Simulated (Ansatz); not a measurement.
**Energy profile**

The step: CH₃ClZn ([CH3][Zn][Cl]) + H₂ → ZnHCl ([Cl][ZnH]) + CH₄; bonds formed: Zn1–H5, C2–H4; bonds broken: Zn1–C2, H4–H5 (atoms numbered as in the saddle structure below).

Zn1  (-0.915, 0.224, -0.724)
C2  (0.804, -0.359, 0.401)
Cl3  (-1.837, -0.294, -2.542)
H4  (-0.277, 0.684, 0.679)
H5  (-1.172, 1.342, 0.609)
H6  (1.608, -0.198, -0.322)
H7  (1.156, 0.033, 1.362)
H8  (0.634, -1.430, 0.538)
(Å)

Electronic energies by CCSD(T) at an estimated basis limit (MP2 extrapolated from triple and quadruple zeta, plus CCSD(T) − MP2 in triple zeta), on PBE0-D4/def2-TZVP structures; CH5ClZn, singlet; no counterpoise correction. Ansatz 0.2.0; basis: def2-TZVPP and def2-QZVPP; cores frozen in the correlated methods. The 3s and 3p shells of Cu and Zn are frozen; filled d shells are correlated. Extrapolation: Hartree–Fock as exp(−7.88 √X), correlation as X^−2.97.

Q: Give the profile in kcal/mol, counted from the separated reactants. (To be estimated.)

A: Computed:
```tsv
point	kcal/mol
separated: CH3ClZn (linked as [CH3][Zn][Cl]; Zn1, C2, Cl3, H6, H7, H8; singlet) + H2 (H4, H5; singlet)	0.00
start structure	-0.78
saddle	47.36
end structure	-9.46
separated: ZnHCl (linked as [Cl][ZnH]; Zn1, Cl3, H5; singlet) + CH4 (C2, H4, H6, H7, H8; singlet)	-7.97
```

T1 diagnostic: at most 0.015. The end structure is not quite a true minimum (one mode of 29i cm⁻¹).

For scale, one of the runs: CCSD(T)/def2-TZVPP, 207 basis functions, launched by `ansatz run in.yaml --threads 4 --pin off --events-out ev --progress --plain --max-ram 9574MiB`. The run took 70 s on 4 CPU threads of an Intel Xeon (shared host), with 2.6 GiB of host memory at its peak.
